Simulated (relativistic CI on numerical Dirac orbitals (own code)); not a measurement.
# Ta2+: resonant inelastic scattering at the L2,3 edge

Computed with this model: Dirac-Coulomb-Breit CI, separate exchange-only KLI orbitals for each configuration, a model potential for QED, valence Slater integrals scaled by 0.8, Kramers-Heisenberg scattering through one core-hole configuration in a parametric crystal field; configurations [Xe] 4f14 5d3 → [He] 2s2 2p5 3s2 3p6 3d10 4s2 4p6 4d10 4f14 5s2 5p6 5d4; 300 K; core-hole width 7.5 eV; summed over polarisations. Incident energies are the highest absorption maxima for each field (at most a few, so the weaker spin-orbit partner edge can be absent), on the computed scale of the free ion. Intensities are in per cent of the strongest line above 0.02 eV; levels within 1 cm⁻¹ are merged; final levels count from the ground level, the first row holds all elastic scattering, lines under 0.4 are left out and each table stops after 24 rows. The scale of the Slater integrals is a model choice and moves the terms in proportion.

Field parameters in Wybourne normalisation: D3d B²₀ = −7Dσ, B⁴₀ = −14Dq − 21Dτ, B⁴₃ = −14√(10/7) Dq; D4h B²₀ = −7Ds, B⁴₀ = 21(Dq − Dt), B⁴₄ = 21√(5/14) Dq. The field is a parameter set, without covalency.

S is read from ⟨S²⟩ = S(S + 1).

D4h, 10Dq = 12750, Ds = 10, Dt = 960 cm⁻¹:

```csv
Final level (eV),Degeneracy,Irrep,S,9878.2 eV,11134.7 eV
0.000,2,Γ7,1.48,6491.8,595.5
0.035,2,Γ6,1.46,18.9,56.9
0.493,2,Γ7,1.47,50.0,23.3
0.532,2,Γ6,1.36,37.5,32.6
0.638,2,Γ7,1.48,91.3,27.0
0.682,2,Γ6,1.46,51.1,22.5
0.869,2,Γ6,0.76,53.8,29.8
1.059,2,Γ7,0.65,20.6,18.4
1.252,2,Γ6,1.02,10.8,4.3
1.262,2,Γ7,0.91,22.6,53.6
1.285,2,Γ7,1.28,28.5,24.9
1.337,2,Γ6,0.82,61.3,19.6
1.411,2,Γ6,1.19,44.0,18.8
1.473,2,Γ6,0.90,29.7,14.0
1.492,2,Γ7,1.42,100.0,8.4
1.671,2,Γ7,1.26,42.2,26.8
1.673,2,Γ6,1.28,38.5,5.6
1.775,2,Γ6,1.25,32.5,7.6
1.810,2,Γ7,0.87,14.2,20.3
1.825,2,Γ6,0.95,51.2,3.1
1.884,2,Γ6,1.13,39.5,4.4
1.896,2,Γ7,0.88,11.6,4.5
1.912,2,Γ7,0.82,37.0,12.2
2.014,2,Γ7,1.20,33.8,7.9
```

D3d, 10Dq = 13950, Dσ = 340, Dτ = 40 cm⁻¹:

```
Final level (eV)  Degeneracy  Irrep     S  9878.4 eV  11134.8 eV
           0.000           2  Γ5+Γ6  1.48     4895.8       626.4
           0.005           2     Γ4  1.49        6.5        13.7
           1.141           2  Γ5+Γ6  0.69       15.7        44.3
           1.216           2     Γ4  0.71        6.9        39.2
           1.283           2     Γ4  0.55       13.7        13.4
           1.291           2  Γ5+Γ6  0.58        9.8        13.2
           1.362           2     Γ4  0.61       20.3        39.6
           1.686           2     Γ4  1.45       59.0        21.6
           1.733           2     Γ4  1.40       89.3        41.9
           1.737           2  Γ5+Γ6  1.42      100.0        36.0
           1.856           2     Γ4  1.39       90.9         6.1
           1.859           2  Γ5+Γ6  1.39       93.1         5.4
           1.909           2     Γ4  1.43       98.2         9.0
           2.034           2     Γ4  0.81       30.0        43.8
           2.101           2     Γ4  0.77       28.6        27.3
           2.117           2  Γ5+Γ6  0.74       27.5        25.8
           2.443           2     Γ4  1.36       84.2         4.1
           2.524           2  Γ5+Γ6  1.44       42.5         7.4
           2.542           2     Γ4  1.42       20.3        11.5
           2.562           2     Γ4  1.35       27.0         4.6
           2.580           2  Γ5+Γ6  1.42       16.4        11.5
           2.597           2     Γ4  1.43       28.6         8.3
           2.897           2     Γ4  0.69       20.6         3.3
           2.993           2     Γ4  0.61       12.2         6.9
```

D3d, 10Dq = 26350, Dσ = -650, Dτ = -90 cm⁻¹:

| Final level (eV) | Degeneracy | Irrep | S | 9878.7 eV | 11135 eV |
| --- | --- | --- | --- | --- | --- |
| 0.000 | 2 | Γ4 | 1.49 | 4483.0 | 636.3 |
| 0.004 | 2 | Γ5+Γ6 | 1.49 | 5.4 | 9.7 |
| 1.160 | 2 | Γ4 | 0.53 | 24.2 | 39.0 |
| 1.243 | 2 | Γ5+Γ6 | 0.52 | 10.2 | 13.4 |
| 1.332 | 2 | Γ4 | 0.51 | 8.8 | 6.6 |
| 1.367 | 2 | Γ5+Γ6 | 0.52 | 19.2 | 29.5 |
| 1.396 | 2 | Γ4 | 0.51 | 29.3 | 33.0 |
| 2.146 | 2 | Γ4 | 0.54 | 47.8 | 44.9 |
| 2.205 | 2 | Γ5+Γ6 | 0.55 | 41.6 | 38.6 |
| 2.348 | 2 | Γ4 | 0.54 | 40.6 | 41.8 |
| 3.139 | 2 | Γ4 | 1.49 | 63.1 | 14.1 |
| 3.167 | 2 | Γ4 | 1.48 | 100.0 | 24.7 |
| 3.181 | 2 | Γ5+Γ6 | 1.48 | 99.5 | 19.8 |
| 3.211 | 2 | Γ4 | 1.49 | 82.8 | 12.9 |
| 3.363 | 2 | Γ5+Γ6 | 1.47 | 87.8 | 13.7 |
| 3.392 | 2 | Γ4 | 1.48 | 88.5 | 16.4 |
| 3.915 | 2 | Γ4 | 1.40 | 82.2 | 5.8 |
| 3.988 | 2 | Γ4 | 1.46 | 52.3 | 8.9 |
| 4.030 | 2 | Γ5+Γ6 | 1.46 | 33.1 | 16.3 |
| 4.069 | 2 | Γ4 | 1.45 | 16.8 | 17.0 |
| 4.087 | 2 | Γ4 | 1.47 | 18.4 | 22.4 |
| 4.114 | 2 | Γ5+Γ6 | 1.47 | 25.4 | 16.7 |
| 4.325 | 2 | Γ4 | 0.62 | 14.7 | 4.0 |
| 4.395 | 2 | Γ4 | 0.64 | 9.4 | 4.3 |

For the first field the strongest loss at the lowest incident energy is the level at 1.49 eV (S = 1.42, against 1.47 in the thermal ground state). Levels of other spin, the first over 8 % at 0.87 eV, appear because spin-orbit coupling of the core hole, and in heavier ions of the valence shell too, mixes spins.
